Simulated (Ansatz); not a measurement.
`C[S][Zn][S]C` + HBr → `C[S][Zn][Br]` + CH₃SH at 500 K and 1 bar (ligand exchange at a Zn–S bond).

Gas-phase electronic energies from Ansatz, PBE0-D4/def2-TZVP geometries. CBS: MP2 limit from def2 TZ/QZ plus the TZ coupled-cluster correction, frozen cores. This one scheme is used for every species. For Br, Zn outer-core shells are correlated without core-valence functions, which leaves a few kJ/mol of doubt a bond. Scalar relativity is left out up to krypton. Each species was taken in one conformer, which may not be the lowest.

```csv
species,CCSD(T)/CBS energy (Eh),H − E (kJ/mol),S (J/(mol·K))
`C[S][Zn][S]C`,-2653.70584,258.0,473.7
HBr,-2573.91920,30.5,213.7
`C[S][Zn][Br]`,-4789.42259,143.9,410.0
CH₃SH,-438.22835,145.1,283.7
```

H − E and S are ideal-gas, rigid-rotor, harmonic terms from PBE0-D4/def2-TZVP, for one conformer and one mirror image of each species. 1 Eh = 2625.50 kJ/mol, R = 8.31446 J/(mol·K).

Problem. By hand: ΔE, ΔH, ΔS and ΔG.

Solution. ΔE = (-4789.42259) + (-438.22835) − (-2653.70584) − (-2573.91920) = -0.02590 Eh = -68.0 kJ/mol. Δ(H − E) = 143.9 + 145.1 − 258.0 − 30.5 = 0.5, so ΔH = -67.5 kJ/mol. ΔS = 410.0 + 283.7 − 473.7 − 213.7 = 6.3 J/(mol·K). ΔG = -67.5 − 500 × (6.3)/1000 = -70.7 kJ/mol.

Problem. By hand: the equilibrium constant, and the temperature at which ΔG would vanish if ΔH and ΔS stayed fixed.

Solution. log₁₀ K = −ΔG/(RT ln 10) = 7.4. ΔH and −TΔS have one sign here, so there is no such temperature.

The number of gas molecules stays the same, so ΔS is small and ΔH decides. A doubt of 5 kJ/mol in ΔE shifts log₁₀ K by 0.5 here. Other conformers and mirror images would add mixing entropy, several J/(mol·K) or more a flexible species. Modes under 60 cm⁻¹, often nearly free rotors, make the harmonic entropy too high. These are equilibria of isolated gas molecules and say nothing of rates. Largest T1 diagnostic: 0.013 (customary marks: 0.02 for closed shells, 0.045 for open ones).

ΔS is within the doubt of such terms, so its sign, and with it that verdict, could turn.
